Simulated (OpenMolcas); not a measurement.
## BCl2F (dichlorofluoroborane): the HOMO–LUMO gap, rung by rung

BCl2F has 4 atoms, charge 0, and is taken as a singlet. As SMILES, `FB(Cl)Cl`. The shape is that of a PBE0-D4/def2-TZVP optimisation.

Quantity: the HOMO–LUMO gap, in eV. The values are calculated.

```csv
level,kind,program,value (eV)
HF/6-311+G**,Hartree–Fock,OpenMolcas,14.17
SVWN5/6-311+G**,LDA,OpenMolcas,5.80
BLYP/6-311+G**,GGA,OpenMolcas,5.93
PBE/6-311+G**,GGA,OpenMolcas,5.94
TPSS/6-311+G**,meta-GGA,OpenMolcas,6.20
B3LYP/6-311+G**,global hybrid,OpenMolcas,7.88
M06-2X/6-311+G**,hybrid meta-GGA,OpenMolcas,10.68
B2PLYP/6-311+G**,double hybrid,OpenMolcas,11.10
```

The values span 5.80 to 14.17 eV. Orbital gaps aren't excitation energies, and those of double hybrids come from the SCF part alone; they tend to grow with the share of exact exchange.
